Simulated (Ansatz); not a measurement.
`CC[O][Sn]([CH3])([Cl])[Cl]`. Total charge 0; spin multiplicity 1. Sn takes the def2 core potential. The structure was optimised at the PBE0-D4/def2-TZVP level. It is one conformer, not always the lowest.

```xyz
15

C     0.887    1.842   -1.299
C     1.121    0.351   -1.360
O     0.906   -0.297   -0.118
Sn   -0.838   -0.436    0.722
C    -0.872   -2.079    2.045
Cl   -1.320    1.541    1.843
Cl   -2.393   -0.596   -0.996
H     1.144    2.304   -2.256
H    -0.161    2.074   -1.091
H     1.498    2.298   -0.518
H     2.163    0.143   -1.625
H     0.492   -0.097   -2.140
H    -0.019   -1.996    2.717
H    -1.801   -2.054    2.613
H    -0.807   -2.997    1.464
```

Question: What is the dipole moment at ωB97M-V/def2-TZVPP? (Best estimate.)

Answer: Computed: 2.13 D, with components (0.88, -1.84, 0.62) D in this frame, pointing from negative to positive charge.

Question: And with PBE, r2SCAN, B3LYP? (Estimate.)

Answer: The calculation gave: PBE 2.18 D, r2SCAN 2.24 D, B3LYP 2.18 D.

Question: Give the Mulliken charges with ωB97M-V, r2SCAN, B3LYP in def2-TZVPP. (An estimate is asked.)

Answer: The calculation gave: 
```
atom  ωB97M-V  r2SCAN  B3LYP
  C1    -0.29   -0.13  -0.23
  C2    -0.02    0.15   0.06
  O3    -0.52   -0.53  -0.53
 Sn4     1.05    1.12   1.17
  C5    -0.58   -0.46  -0.56
 Cl6    -0.32   -0.36  -0.36
 Cl7    -0.32   -0.36  -0.36
  H8     0.10    0.04   0.08
  H9     0.09    0.04   0.08
 H10     0.12    0.06   0.09
 H11     0.10    0.03   0.08
 H12     0.10    0.03   0.07
 H13     0.17    0.12   0.15
 H14     0.16    0.12   0.14
 H15     0.16    0.12   0.15
```

B3LYP here is the variant with VWN-RPA as its local correlation; programs differ in this.
